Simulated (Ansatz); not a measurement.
Ansatz (a first-principles code) job for GeH4MgO, SMILES [OH][Mg][GeH3], PBE0-D3(BJ)/def2-TZVP. 

Ansatz 0.2 input:
```yaml
crystal:
  periodic: [false, false, false]
  atoms:
    - {symbol: Mg, position_ang: [-0.30341536, 1.20683958, -0.35426206]}
    - {symbol: O, position_ang: [-0.44659627, 2.29013044, -1.63857715]}
    - {symbol: H, position_ang: [-0.53260539, 2.91355588, -2.34874915]}
    - {symbol: Ge, position_ang: [0.20822110, -0.96622302, 0.54322618]}
    - {symbol: H, position_ang: [1.04962297, -1.84323504, -0.35658429]}
    - {symbol: H, position_ang: [0.98472797, -1.06238606, 1.83877394]}
    - {symbol: H, position_ang: [-0.95106631, -1.89191662, 0.84308386]}
basis:
  gaussian:
    orbitals: def2-TZVP
hamiltonian:
  xc: pbe0
  dispersion: d3bj
relax: {f_tol: 0.002, max_steps: 200}
```

Output:

```
WARN ansatz: RAYON_NUM_THREADS=1 ignored (pool sized by the plan → 1); use --threads N
Functional definition: PBE0
integrals: 0.06 GiB planned
1016 factors; their error is unknown
mean field: 0.51 GiB planned
mean field evaluation 1: about -64056.9519 eV, gradient 6.5e1 eV
mean field evaluation 2: about -64008.2078 eV, gradient 1.5e2 eV
mean field evaluation 4: about -64064.0317 eV, gradient 3.6e0 eV
mean field evaluation 8: about -64064.3609 eV, gradient 2.1e-1 eV
mean field -64064.36091861 eV, -2354.3218393754 hartree, gradient 4.4e-5 eV, S^2 0.000000; 0 other end points of the search recorded, 0 dependent functions left out
the calculation of the forces begins
reference -64064.36095297 eV, -2354.3218406380 hartree; 28, 28 occupied and 107, 107 virtual orbitals, 1016 factors
relax step   1: F+E_penalty+E_count = -64064.45714452 eV  Δ(F+E_penalty+E_count) = +0.000e0 eV  max|allowed force component| = 1.515e0 eV/Å  Δτ_max = 0.0000 Å  (25 SCF iters, accepted)
these checks for a lower state are left out or cut short: starts, cluster_reference, orbital_swaps, neighbouring_geometries, increment
integrals: 0.06 GiB planned
1016 factors; their error is unknown
mean field: 0.50 GiB planned
mean field evaluation 16: about -64064.1838 eV, gradient 9.2e0 eV
mean field -64064.63416545 eV, -2354.3318810117 hartree, gradient 2.1e-5 eV, S^2 0.000000; 0 other end points of the search recorded, 0 dependent functions left out
the calculation of the forces begins
reference -64064.63420054 eV, -2354.3318823010 hartree; 28, 28 occupied and 107, 107 virtual orbitals, 1016 factors
relax step   2: F+E_penalty+E_count = -64064.72778350 eV  Δ(F+E_penalty+E_count) = -2.706e-1 eV  max|allowed force component| = 8.665e-1 eV/Å  Δτ_max = 0.1958 Å  (28 SCF iters, accepted)
these checks for a lower state are left out or cut short: starts, cluster_reference, orbital_swaps, neighbouring_geometries, increment
integrals: 0.06 GiB planned
1016 factors; their error is unknown
mean field: 0.50 GiB planned
mean field -64064.66116967 eV, -2354.3328733985 hartree, gradient 1.5e-5 eV, S^2 0.000000; 0 other end points of the search recorded, 0 dependent functions left out
the calculation of the forces begins
reference -64064.66120503 eV, -2354.3328746977 hartree; 28, 28 occupied and 107, 107 virtual orbitals, 1016 factors
relax step   3: F+E_penalty+E_count = -64064.75356730 eV  Δ(F+E_penalty+E_count) = -2.578e-2 eV  max|allowed force component| = 3.808e-1 eV/Å  Δτ_max = 0.1966 Å  (27 SCF iters, accepted)
these checks for a lower state are left out or cut short: starts, cluster_reference, orbital_swaps, neighbouring_geometries, increment
integrals: 0.06 GiB planned
1016 factors; their error is unknown
mean field: 0.50 GiB planned
mean field evaluation 32: about -64064.6724 eV, gradient 1.8e-1 eV
mean field -64064.67238647 eV, -2354.3332856081 hartree, gradient 6.7e-6 eV, S^2 0.000000; 0 other end points of the search recorded, 0 dependent functions left out
the calculation of the forces begins
reference -64064.67242174 eV, -2354.3332869044 hartree; 28, 28 occupied and 107, 107 virtual orbitals, 1016 factors
relax step   4: F+E_penalty+E_count = -64064.76499722 eV  Δ(F+E_penalty+E_count) = -1.143e-2 eV  max|allowed force component| = 8.400e-1 eV/Å  Δτ_max = 0.0648 Å  (29 SCF iters, accepted)
these checks for a lower state are left out or cut short: starts, cluster_reference, orbital_swaps, neighbouring_geometries, increment
integrals: 0.06 GiB planned
1016 factors; their error is unknown
mean field: 0.50 GiB planned
mean field -64064.68464731 eV, -2354.3337361858 hartree, gradient 8.5e-6 eV, S^2 0.000000; 0 other end points of the search recorded, 0 dependent functions left out
the calculation of the forces begins
reference -64064.68468276 eV, -2354.3337374886 hartree; 28, 28 occupied and 107, 107 virtual orbitals, 1016 factors
relax step   5: F+E_penalty+E_count = -64064.77711572 eV  Δ(F+E_penalty+E_count) = -1.212e-2 eV  max|allowed force component| = 1.612e-1 eV/Å  Δτ_max = 0.1260 Å  (29 SCF iters, accepted)
these checks for a lower state are left out or cut short: starts, cluster_reference, orbital_swaps, neighbouring_geometries, increment
integrals: 0.06 GiB planned
1016 factors; their error is unknown
mean field: 0.50 GiB planned
mean field -64064.69007967 eV, -2354.3339358214 hartree, gradient 6.2e-6 eV, S^2 0.000000; 0 other end points of the search recorded, 0 dependent functions left out
the calculation of the forces begins
reference -64064.69011503 eV, -2354.3339371208 hartree; 28, 28 occupied and 107, 107 virtual orbitals, 1016 factors
relax step   6: F+E_penalty+E_count = -64064.78274002 eV  Δ(F+E_penalty+E_count) = -5.624e-3 eV  max|allowed force component| = 6.081e-2 eV/Å  Δτ_max = 0.0739 Å  (29 SCF iters, accepted)
these checks for a lower state are left out or cut short: starts, cluster_reference, orbital_swaps, neighbouring_geometries, increment
integrals: 0.06 GiB planned
1016 factors; their error is unknown
mean field: 0.50 GiB planned
mean field -64064.69040033 eV, -2354.3339476052 hartree, gradient 5.7e-6 eV, S^2 0.000000; 0 other end points of the search recorded, 0 dependent functions left out
the calculation of the forces begins
reference -64064.69043569 eV, -2354.3339489048 hartree; 28, 28 occupied and 107, 107 virtual orbitals, 1016 factors
relax step   7: F+E_penalty+E_count = -64064.78303736 eV  Δ(F+E_penalty+E_count) = -2.973e-4 eV  max|allowed force component| = 5.121e-3 eV/Å  Δτ_max = 0.0168 Å  (30 SCF iters, accepted)
these checks for a lower state are left out or cut short: starts, cluster_reference, orbital_swaps, neighbouring_geometries, increment
integrals: 0.06 GiB planned
1016 factors; their error is unknown
mean field: 0.50 GiB planned
mean field -64064.69040856 eV, -2354.3339479078 hartree, gradient 1.4e-5 eV, S^2 0.000000; 0 other end points of the search recorded, 0 dependent functions left out
the calculation of the forces begins
reference -64064.69044393 eV, -2354.3339492075 hartree; 28, 28 occupied and 107, 107 virtual orbitals, 1016 factors
relax step   8: F+E_penalty+E_count = -64064.78305033 eV  Δ(F+E_penalty+E_count) = -1.298e-5 eV  max|allowed force component| = 4.388e-4 eV/Å  Δτ_max = 0.0037 Å  (23 SCF iters, accepted)
integrals: 0.06 GiB planned
1016 factors; their error is unknown
mean field: 0.50 GiB planned
mean field evaluation 64: about -64064.3928 eV, gradient 1.7e-1 eV
mean field -64064.69040856 eV, -2354.3339479078 hartree, gradient 1.4e-5 eV, S^2 0.000000; 1 other end points of the search recorded, 0 dependent functions left out
the calculation of the forces begins
reference -64064.69044393 eV, -2354.3339492075 hartree; 28, 28 occupied and 107, 107 virtual orbitals, 1016 factors
Total energy: -64064.78308570 eV, -2354.3373537299 hartree
Atom 0 at    -0.187967     1.004678    -0.778209 Å, force     0.000118    -0.000142    -0.000289 eV/Å
Atom 1 at    -0.491882     2.473570    -1.696152 Å, force    -0.000044     0.000017     0.000188 eV/Å
Atom 2 at    -0.654907     3.263502    -2.191723 Å, force    -0.000046     0.000001     0.000218 eV/Å
Atom 3 at     0.256472    -1.140690     0.559728 Å, force     0.000022     0.000180    -0.000144 eV/Å
Atom 4 at     1.143449    -2.156987    -0.194177 Å, force     0.000107    -0.000439     0.000084 eV/Å
Atom 5 at     0.975913    -0.885596     1.903316 Å, force    -0.000012     0.000360    -0.000009 eV/Å
Atom 6 at    -1.032190    -1.911712     0.924127 Å, force    -0.000145     0.000022    -0.000048 eV/Å
Dipole moment:    -0.040000     0.192985    -0.120258 e Å
```

Self-consistency was reached.

Cost: roughly 40 core-seconds.
